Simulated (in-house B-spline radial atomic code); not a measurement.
The numbers below are computed, except where a source is named.
# Making a Troullier-Martins d channel for Fe, r_c = 2.96 bohr

Fe, [Ar] 3d6 4s2, non-relativistic PBE, spherical and spin-unpolarised, from a B-spline radial code for spherical atoms (atomic units). The all-electron 3d level is ε = -0.285756 hartree and its outer maximum at 0.71 bohr.

Inside r_c the pseudo-orbital is u(r) = r^3 exp(p(r)), with p = c0 + c2 r² + c4 r⁴ + … + c12 r¹². The seven coefficients follow from p and its first four derivatives at r_c, from zero curvature of the screened potential at the origin, c4 = −c2²/(2l + 5), and from the norm inside r_c. At r_c the all-electron orbital has P = 0.1860756, P' = -0.1460448, the screened potential V = -0.3184502, V' = 0.2198426, V'' = -0.2009816, and the norm inside is Q = 0.9779092.

(1) What are p, p' and p'' at r_c?

For a trial c2 the five matching conditions are linear in c0, c6, c8, c10 and c12, and c2 is varied until the norm inside r_c equals Q. The root nearest zero gives:

```json
{"n": "0", "c_n": "1.046371"}
{"n": "2", "c_n": "-1.03406"}
{"n": "4", "c_n": "-0.1188089"}
{"n": "6", "c_n": "0.05777717"}
{"n": "8", "c_n": "-0.007917764"}
{"n": "10", "c_n": "0.0004896096"}
{"n": "12", "c_n": "-1.167994e-05"}
```

(2) Check c4 and p(r_c), and find the screened pseudopotential at the origin.

Orbitals and screened potentials:

```
r (bohr)       P        u  V all-electron  V pseudo
   0.296   0.511  0.06739          -39.44    -7.503
    0.74  0.9246   0.6376          -7.216    -6.821
   1.184  0.7481    1.001          -2.435    -4.352
   1.628  0.5346   0.7248          -1.137     -1.28
   2.072  0.3751   0.4172         -0.6572     0.069
   2.516  0.2638   0.2658         -0.4414   -0.1393
    2.96  0.1861   0.1861         -0.3185   -0.3185
```

Logarithmic derivatives P'/P at R = 3.26 bohr, for energies E around ε:

```csv
E − ε (hartree),all-electron,pseudo
-0.5,1.26268,1.31176
-0.25,1.01454,1.07645
-0.1,0.73676,0.798382
0,-0.784466,-0.784464
0.1,1.20751,1.38845
0.25,0.787603,0.963465
0.5,0.379589,0.635443
```

Results:

(1) p = ln(P/r_c^3) = ln(0.1860756/25.9343) = -4.93717. p' = P'/P − 3/r_c = -0.78487 − 1.01351 = -1.79838. The radial equation gives p'' = 2(V − ε) − 2(3) p'/r_c − p'² = -0.06539 − (-3.64537) − 3.23418 = 0.34580. Differentiating, p''' = 2V' + 2(3)p'/r_c² − 2(3)p''/r_c − 2p'p'' = -0.24904, and p'''' = 2V'' − 4(3)p'/r_c³ + 4(3)p''/r_c² − 2(3)p'''/r_c − 2p''² − 2p'p''' = 0.27369.

(2) −c2²/9 = -0.118809, as listed. The terms c_n r_c^n are 1.04637, -9.06002, -9.12044, 38.86033, -46.65909, 25.27942, -5.28374, which sum to -4.93717. Inverting the radial equation, V_l(r) = ε + 3 p'/r + (p'' + p'²)/2, so V_l(0) = ε + (2l + 3) c2 = -0.285756 + 7 × (-1.03406) = -7.5242 hartree, finite where the all-electron potential diverges.
